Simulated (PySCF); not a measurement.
## Calculated data, BH$_{4}$O$_{2}$Si

All values are calculated (PySCF 2.14.0). Calculation on a computer-drawn molecule: the log of a Hartree-Fock and frozen-core CCSD(T) single point meant for a local Hartree-Fock minimum, with one planted fault or none, to be diagnosed. Offsets are logged minus clean, where the clean run is the same molecule without the fault. The reference is restricted for singlets and unrestricted otherwise, and also for a bond in bohr or an excited solution. Adding or removing an electron swaps singlet and doublet. The excited solution moves the top pair (singlet) or top alpha electron (doublet) to the lowest empty orbital. Highest occupied and lowest empty are orbital energies over both spins, largest force is the largest gradient component, triples share is (T) over the correlation energy, the T1 limit is 0.02 restricted and 0.045 unrestricted, electrons count all cores, a negative frequency is imaginary (commonest isotopes), and the dipole is about the centre of nuclear charge.

Common to all runs: meant charge 1; meant multiplicity 1; meant basis cc-pV(D+d)Z; logged basis functions 85; logged SCF converged yes; possible faults no fault, one electron removed, one electron added, multiplicity raised by two, geometry at a saddle point, SCF held on an excited solution, minimal basis STO-3G, one bond length entered in bohr, all coordinates scaled.

(1) 
```xyz
8
formula=BH4O2Si logged_electrons=38 logged_spin_squared=0 logged_highest_occupied=-8.1763 logged_lowest_empty=-14.024 logged_largest_force=0.31335 logged_CC_converged=no logged_dipole_magnitude=5.7394 logged_SCF_stable_within_its_kind=no logged_energy_HF=-464.67996 planted_fault=SCF_held_on_an_excited_solution HF_energy_offset_from_clean_run=545.4
B      1.5273     2.4117    -0.1928
O      0.7518     1.4971    -0.0157
Si    -0.3927     0.0733     0.0662
O      0.4529    -1.1395    -0.5396
H      2.2755     3.2951    -0.3578
H     -1.4329     0.5270    -0.8389
H     -0.6703     0.0357     1.4953
H      0.9219    -1.8007    -0.0480
```

Units: logged_highest_occupied, logged_lowest_empty in eV; logged_largest_force in hartree/bohr; logged_dipole_magnitude in debye; logged_energy_HF in hartree; HF_energy_offset_from_clean_run in kcal/mol.

Drawn bonds:
```tsv
atom	other atom	order
1	2	1
2	3	1
3	4	1
1	5	1
3	6	1
3	7	1
4	8	1
```

Notes: CCSD not converged.

(2) 
```xyz
8
formula=BH4O2Si logged_electrons=37 logged_spin_squared=0.7557 logged_highest_occupied=-24.463 logged_lowest_empty=-13.853 logged_largest_force=0.1595 logged_T1_diagnostic=0.076966 logged_D1_diagnostic=0.49013 logged_triples_share=0.021838 logged_CC_converged=yes logged_dipole_magnitude=2.7786 logged_SCF_stable_within_its_kind=yes logged_energy_HF=-464.95174 logged_energy_CCSD(T)=-465.46704 planted_fault=one_electron_removed HF_energy_offset_from_clean_run=374.9 CCSD(T)_energy_offset_from_clean_run=408.7
B      1.5273     2.4117    -0.1928
O      0.7518     1.4971    -0.0157
Si    -0.3927     0.0733     0.0662
O      0.4529    -1.1395    -0.5396
H      2.2755     3.2951    -0.3578
H     -1.4329     0.5270    -0.8389
H     -0.6703     0.0357     1.4953
H      0.9219    -1.8007    -0.0480
```

Units: logged_highest_occupied, logged_lowest_empty in eV; logged_largest_force in hartree/bohr; logged_dipole_magnitude in debye; logged_energy_HF, logged_energy_CCSD(T) in hartree; HF_energy_offset_from_clean_run, CCSD(T)_energy_offset_from_clean_run in kcal/mol.

Drawn bonds:
```tsv
atom	other atom	order
1	2	1
2	3	1
3	4	1
1	5	1
3	6	1
3	7	1
4	8	1
```

Notes: T1 above single-reference limit.
